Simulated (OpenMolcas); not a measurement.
What dynamic correlation does to the levels of V III

- Program: OpenMolcas 26.06
- Basis: ANO-RCC-VTZP [6s5p3d2f1g]
- Scalar Hamiltonian: DKH2, point nucleus
- Active space: 3 electrons in 5 orbitals (3d)
- State averaging: 2S+1 = 4 even, 10 roots; 2S+1 = 2 even, 40 roots
- Spin-orbit coupling: RASSI with atomic mean-field integrals over the reference wave functions, term energies averaged over their components

Methods on the same reference wave functions:
A. CASSCF
B. SS-CASPT2, IPEA 0.25 Eh, imaginary shift 0.1 Eh (closed shells correlated: 3s 3p)
C. MS-CASPT2, IPEA 0.25 Eh, imaginary shift 0.1 Eh (closed shells correlated: 3s 3p)
D. XMS-CASPT2, IPEA 0.25 Eh, imaginary shift 0.1 Eh (closed shells correlated: 3s 3p)

Energies in cm⁻¹ above 3d³ ⁴F_3/2, the measured ground level; measured values from Sugar and Corliss, J. Phys. Chem. Ref. Data 7, 1191 (1978).

```
        Level      A      B      C      D  Measured
   3d³ ⁴F_3/2    0.0    0.0    0.0    0.0       0.0
   3d³ ⁴F_5/2    153    154    154    154       146
   3d³ ⁴F_7/2    365    366    366    366       342
   3d³ ⁴F_9/2    631    632    632    632       584
   3d³ ⁴P_1/2  14866  12080  12080  11910     11514
   3d³ ⁴P_3/2  14940  12150  12140  11980     11592
   3d³ ²G_7/2  15007  11840  11840  12450     11966
   3d³ ⁴P_5/2  15112  12320  12320  12160     11770
   3d³ ²G_9/2  15232  12070  12070  12680     12187
   3d³ ²P_1/2  19826  16660  15530  15900     15580
   3d³ ²H_9/2  19845  16810  17120  17640     16811
   3d³ ²P_3/2  19932  17040  15570  15930          
  3d³ ²H_11/2  20021  16990  17300  17810     16978
3d³ ²D_3/2(1)  21536  16180  16510  16880          
3d³ ²D_5/2(1)  21717  16640  16630  17000     16375
   3d³ ²F_7/2  34273  28360  28360  29140     27728
   3d³ ²F_5/2  34371  28450  28450  29240     27847
3d³ ²D_5/2(2)  53498  44160  44170  44310     42267
3d³ ²D_3/2(2)  53615  44270  44290  44440     42371
```

Deviations, from unrounded energies. A percentage is the sum of absolute deviations over the sum of measured energies, with the sign that they share, or ± where signs differ.

```csv
Against measurement,Levels,A,B,C,D
mean absolute deviation (cm-1),16,4200,520,500,730
fine structure of the ground term (%),3,+7.3,+7.6,+7.6,+7.6
other terms of the ground configuration (%),13,+25.4,±3.1,±3.0,+4.4
```

B, C lie about equally close to measurement and A furthest from it. The largest miss of C in the table is 3d³ ²D_3/2(2), by +1900 cm-1. The ranking rests on the paired levels alone, and a cruder setting can come out closer through cancelling errors.

Among B to D the level of the table that moves most is 3d³ ²P_3/2, by 1500 cm-1 (lowest in C, highest in B). Moves below CASPT2's spread within the term are not significant.

The mean deviations of B to D differ by less than CASPT2's widest spread within a term (1600 cm-1), so their order carries little weight.

From A to B the spin-free energies of the other terms of 3d³ shown, above ⁴F, scale by factors of 0.76 to 0.84, as is usual when dynamic correlation screens the repulsion within a d or f shell.

The lowest spin-free term lies below A's lowest term by 0.332 hartree in B, 0.332 hartree in C, 0.336 hartree in D.

Term energies are means over components that CASPT2 splits; among the terms shown or strongly mixed into the levels shown the widest spread is 1600 cm-1 (3d³ ⁴F, D). The CASPT2 spread within a term exceeds the gap to the next term for 3d³ ²P and 3d³ ²H, so the order of their levels is uncertain (figures for B; the like holds for C, D). Without dynamic correlation excited terms often stand tens of per cent too high (terms of higher spin than the ground term too low), and those without a measured partner can miss by more than the paired ones (holds for A). Some levels mix across a computed gap that differs much from the measured one, so their mixing is not that of the real levels (holds for A). Measured partners are found by configuration, term and J. A level has none where our copy of the source lacks it or the pairing is in doubt (some pairs that miss far off the trend of their configuration count as doubtful), and it then counts in no deviation. Only configurations of the active space appear.

A number in round brackets counts repeated terms of one configuration in the order of the reference energies.
